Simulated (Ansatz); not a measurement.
Two isomers of CH9NO2Si2: A = `CN([SiH3])[SiH](O)O`, B = `CO[SiH](N)O[SiH3]`.

Calculated with Ansatz (gas phase, PBE0-D4/def2-TZVP geometries, no zero-point term in ΔE). CCSD(T)/CBS is the MP2 limit (def2-TZVPP, def2-QZVPP) plus CCSD(T) − MP2 in def2-TZVPP, frozen cores. DFT in def2-TZVPP. B3LYP here is the variant with VWN-RPA as its local correlation; programs differ in this. One conformer a species, not always the lowest.

Problem. Which isomer does CCSD(T)/CBS put lower? Give the gap. (Best estimate.)

Solution. The calculation gave: B, by 9.3 kcal/mol.

Problem. Give E(B) − E(A) in kcal/mol with CCSD(T)/def2-TZVPP, B3LYP, HF/def2-TZVPP, B2PLYP, B3LYP-D4, r2SCAN-D4, PBE-D4. (An estimate is asked.)

Solution. The calculation gave: CCSD(T)/def2-TZVPP -9.2, B3LYP -12.2, HF/def2-TZVPP -16.1, B2PLYP -11.0, B3LYP-D4 -11.0, r2SCAN-D4 -9.7, PBE-D4 -7.6. None reverses the order clearly.

Largest T1 diagnostic: 0.011.

The D4 term adds +1.2 kcal/mol with B3LYP and +0.6 kcal/mol with PBE0; it sums over pairs of atoms, weighted by their polarisabilities, and B3LYP, whose exchange is more repulsive, gets the larger term. In def2-TZVPP, CCSD(T) changes the Hartree–Fock value by +6.9 kcal/mol (the triples alone add +1.0 kcal/mol) and MP2 by +7.9 kcal/mol.
